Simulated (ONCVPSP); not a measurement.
# How hard is this boron (B) ONCV potential?

```json
{"Element": "boron", "Generator": "ONCVPSP 4.0.1", "Type": "optimised norm-conserving Vanderbilt (ONCV)", "Functional": "PBE", "Relativity": "non-relativistic", "Frozen core": "[He]", "Valence charge": "3", "Reference configuration": "2s2 2p1", "Partial waves": "2s: rc 1.50 bohr, ncon 4, nbas 8, qcut 3.8 1/bohr, 1 projector; 2p: rc 2.15 bohr, ncon 4, nbas 9, qcut 6.8 1/bohr, 1 projector; d scattering state at 0.17 Ha: rc 2.10 bohr, ncon 4, nbas 9, qcut 4.8 1/bohr, 2 projectors, debl 3.3 Ha", "Local potential": "polynomial inside 1.30 bohr (lpopt 2, dvloc0 0 Ha)", "Core correction": "polynomial model core, fcfact 0.5"}
```

**Question.** For each optimised wave give the share of its norm inside rc, the residual kinetic energy above qcut (Ha) and the cutoffs (Ha) for errors of 10, 1, 0.1 and 0.01 mHa per electron.

**Answer.**

| wave | norm inside rc | residual KE | 10 mHa | 1 mHa | 0.1 mHa | 0.01 mHa |
| --- | --- | --- | --- | --- | --- | --- |
| 2s | 0.340 | 3.4e-03 | 4.9 | 17.9 | 69.0 | 81.6 |
| 2p | 0.538 | 3.0e-08 | 7.9 | 11.9 | 15.3 | 18.1 |
| d projector 1 | 0.018 | 5.4e-07 | 0.9 | 2.5 | 5.2 | 8.2 |
| d projector 2 | 0.194 | 3.2e-03 | 8.8 | 14.9 | 69.6 | 87.5 |

The occupied waves need 18 Ha and 69 Ha for 1 and 0.1 mHa.
